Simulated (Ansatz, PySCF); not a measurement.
C3H7FOSi, SMILES [Si@H](C(C)=O)(C)F.

Geometry: B3LYP-D3(BJ)/def2-SVP. The structure was generated by enumeration; whether it is a known compound was not checked. The values are those of a single conformer.

Vertical ionisation energy (IE) and electron affinity (EA) in eV. Rows of orbital energies are one-electron estimates. Where ΔSCF, EOM or ADC give a negative EA the extra electron is unbound and the value depends on the basis.

```csv
level,IE,EA
"−ε(HOMO), −ε(LUMO), HF/def2-TZVP (PySCF)",10.66,-2.70
"−ε(HOMO), −ε(LUMO), PBE/def2-TZVP (PySCF)",5.51,2.45
"ΔSCF, ωB97X-V/def2-SVPD (Ansatz), final states of multiplicity 2 and 2",9.32,-0.65
"ΔSCF, PBE/def2-SVPD (Ansatz), final states of multiplicity 2 and 2",8.93,-0.38
```

### Question
What vertical singlet–triplet gap does ΔSCF give with ωB97X-V/def2-SVPD (Ansatz, a quantum-chemistry and plane-wave program) and with PBE/def2-SVPD (Ansatz)? (An estimate is asked for; the answer gives what the named calculation found.)

### Answer
2.94 and 2.76 eV (triplet above singlet where positive).
